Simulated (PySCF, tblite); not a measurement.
Isomers of C5H9FN (doublet state). Computed with GFN2-xTB (tblite): harmonic, unscaled wavenumbers at the GFN2-xTB geometry, gas phase. This tight-binding method is rough: wavenumbers can miss measured ones by several per cent, in bad cases by 10 to 20. One conformer each. Open shells enter through the occupations alone, without spin polarisation, and single modes of such species can be off by tens of per cent.

Electronic energies: B3LYP/pcH-1 single points on the GFN2-xTB geometries (PySCF, gas phase).

```json
{"SMILES": "[CH2]/C(=C/F)CCN", "electronic energy, lowest = 0 (kcal/mol)": "0.0"}
{"SMILES": "C/C(=C/F)C[CH]N", "electronic energy, lowest = 0 (kcal/mol)": "3.4"}
{"SMILES": "C/C(=C/F)CC[NH]", "electronic energy, lowest = 0 (kcal/mol)": "17.1"}
```

How do GFN2-xTB zero-point energies change the relative energies?

| SMILES | ZPE (kcal/mol) | of it from modes above 1550 cm⁻¹ | electronic (kcal/mol) | with ZPE, lowest = 0 (kcal/mol) | lowest mode (cm⁻¹) | rings |
| --- | --- | --- | --- | --- | --- | --- |
| [CH2]/C(=C/F)CCN | 81.7 | 42.4 | 0.0 | 0.0 | 40 | 0 |
| C/C(=C/F)C[CH]N | 81.3 | 42.5 | 3.4 | 3.0 | 58 | 0 |
| C/C(=C/F)CC[NH] | 81.2 | 40.8 | 17.1 | 16.5 | 79 | 0 |

The zero-point energies span 0.5 kcal/mol, from `C/C(=C/F)CC[NH]` to `[CH2]/C(=C/F)CCN`. The order is unchanged.

And how do the electronic energies of GFN2-xTB itself compare?

`[CH2]/C(=C/F)CCN` 0.0; `C/C(=C/F)C[CH]N` 1.9; `C/C(=C/F)CC[NH]` 9.7 kcal/mol, lowest = 0. Against the energies above, taken from the same isomer `[CH2]/C(=C/F)CCN`, the largest difference is 7.4 kcal/mol.

What do entropy and thermal enthalpy add at 298.15 K and 1 bar (rigid rotor, harmonic oscillator, one conformer each)?

| SMILES | point group | symmetry number | S (cal/(mol K)) | H − H(0) (kcal/mol) | ZPE + H − H(0) − TS (kcal/mol) |
| --- | --- | --- | --- | --- | --- |
| [CH2]/C(=C/F)CCN | C1 | 1 | 91.5 | 5.88 | 60.3 |
| C/C(=C/F)C[CH]N | C1 | 1 | 91.6 | 6.07 | 60.1 |
| C/C(=C/F)CC[NH] | C1 | 1 | 87.0 | 5.51 | 60.7 |

S holds R ln(2S + 1) for the spin.
